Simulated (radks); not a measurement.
Question: These are the eigenvalues of the occupied orbitals of an atom or ion with whole-number occupations (eV). All-electron calculation, non-relativistic Kohn-Sham, r2SCAN, spin-unpolarised, spherical densities, point nucleus; meta-GGA in the generalised Kohn-Sham scheme. Program: a radial shooting solver on a logarithmic mesh with Libxc functionals.

orbital  eigenvalue
1s        -4872.614
2s        -554.0639
2p        -464.1833
3s         -79.8008
3p         -55.7135
3d         -19.3373

Which element is it, and in what charge state? The configuration may be excited.

Answer: Z = 22, titanium, charge +2: Ti2+ in [Ar] 3d2. The list shows which subshells hold electrons but not how many an open one holds; the 1s level, -179.07 hartree, gives Z - s = 18.9 by -(Z - s)^2/2, which with screening narrows Z to a few neighbours, and the depths of the outer levels then fix element, charge and occupations together.
